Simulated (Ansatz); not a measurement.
This geometry of C2H8N2OSi (14 atoms, charge 0, multiplicity 1) is a first-order saddle point.

Theory: Ansatz 0.2.0, RKS B3LYP-D4/STO-3G.

```xyz
14
Properties=species:S:1:pos:R:3
N -0.254 0.674 -1.252
C 0.219 0.286 -0.072
C 1.554 0.754 0.612
O 2.705 0.760 -0.297
N -0.578 -0.630 0.643
Si -2.070 -1.207 -0.096
H 0.459 1.374 -1.644
H 1.815 0.056 1.434
H 1.377 1.760 1.069
H 2.346 1.325 -1.080
H -0.162 -1.041 1.501
H -2.992 -0.112 -0.294
H -2.621 -2.147 0.853
H -1.812 -1.882 -1.348
```

Which two structures does it join? (They come from a converged band through this point; their orientation in space is the band's.)

No bond is made or broken. The dihedral N1–C2–C3–O4 goes from 10 to -169°.

First end point:

```xyz
14
Properties=species:S:1:pos:R:3
N 0.006 0.266 -1.446
C 0.293 0.099 -0.166
C 1.655 0.579 0.451
O 2.350 1.407 -0.545
N -0.647 -0.516 0.685
Si -2.153 -1.130 0.015
H 0.899 0.758 -1.806
H 2.309 -0.298 0.646
H 1.488 1.106 1.418
H 1.832 2.292 -0.475
H -0.346 -0.683 1.663
H -2.938 -0.050 -0.539
H -2.857 -1.727 1.126
H -1.902 -2.131 -0.999
```

Last end point:

```xyz
14
Properties=species:S:1:pos:R:3
N 0.154 0.549 -1.768
C 0.348 0.369 -0.469
C 1.545 0.851 0.444
O 1.452 0.188 1.763
N -0.579 -0.316 0.325
Si -2.092 -0.948 -0.294
H 1.012 1.094 -2.109
H 1.442 1.941 0.635
H 2.522 0.679 -0.057
H 1.906 -0.714 1.573
H -0.203 -0.336 1.308
H -2.906 0.115 -0.841
H -2.766 -1.555 0.831
H -1.848 -1.946 -1.313
```

How far does it lie above each of them?

0.134 eV above the first and 0.185 eV above the second. This is the barrier of this one path; another mechanism may lie lower. Limits of this set-up: minimal basis.

Time of the run: 2.7 min on 1 thread of Arm Neoverse V1 (shared host), peak memory 0.12 GiB.
